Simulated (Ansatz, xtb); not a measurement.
## C4H9FOSi: which of two isomers lies lower

We compare I, `F[C@@H]1CC[C@H]([SiH3])O1`, a singlet, with II, `F[C@@H]1C[C@H]([SiH3])CO1`, a singlet. Both are isolated molecules in the gas phase, relaxed with PBE0-D3(BJ)/def2-SVP; each stands in its lowest conformer found.

Task: Which of the two would you expect CCSD(T)/def2-SVP + ΔMP2/def2-TZVPP electronic energies to favour?

Result: CCSD(T)/def2-SVP + ΔMP2/def2-TZVPP gives E(II) − E(I) = −4.72 kJ/mol, favouring structure II, but this leans on the basis-set step: CCSD(T) alone gives −1.85 kJ/mol.

How the difference moves with the method:

```tsv
level	geometry	E(II) − E(I) (kJ/mol)	departure from the last row (kJ/mol)	job, with rough time for the two
GFN2-xTB	GFN2-xTB	+4.68	+9.40	optimisation, 0.69 s
HF/STO-3G	GFN2-xTB	−11.37	−6.65	single point, 1.8 s
r2SCAN-D4/def2-SVP	GFN2-xTB	−3.78	+0.94	single point, 10 s
PBE0-D3(BJ)/def2-SVP	PBE0-D3(BJ)/def2-SVP	−3.77	+0.95	optimisation, 2.8 min
HF/def2-SVP	PBE0-D3(BJ)/def2-SVP	−3.16	+1.56	part of the CCSD(T) run
MP2/def2-SVP	PBE0-D3(BJ)/def2-SVP	−2.80	+1.92	part of the CCSD(T) run
CCSD(T)/def2-SVP	PBE0-D3(BJ)/def2-SVP	−1.85	+2.87	single point
CCSD(T)/def2-SVP + ΔMP2/def2-TZVPP	PBE0-D3(BJ)/def2-SVP	−4.72		single point, 3.7 min
```

As drawn, both hold the same kinds of bond in the same numbers.

GFN2-xTB puts the two in the other order. CCSD(T)/def2-SVP finds them nearly level. The largest departure from CCSD(T)/def2-SVP + ΔMP2/def2-TZVPP is that of GFN2-xTB, 9.40 kJ/mol. The last row adds to CCSD(T) the change of the MP2 difference between the two basis sets, here −2.87 kJ/mol.

With thermal terms from frequencies at re-optimised GFN2-xTB minima (ideal gas, soft modes damped towards free rotors, one conformer each, 298.15 K, 1 atm): on the last row, ΔE + ΔZPE = −3.70, ΔH = −4.00, ΔG = −3.55 kJ/mol.

The correlated steps freeze 11 core orbitals. Run with Ansatz 0.2.0, xtb 6.7.1; the last row on 2 threads of Intel(R) Xeon(R) Processor @ 2.50GHz (Skylake/Cascade Lake) on a shared host.
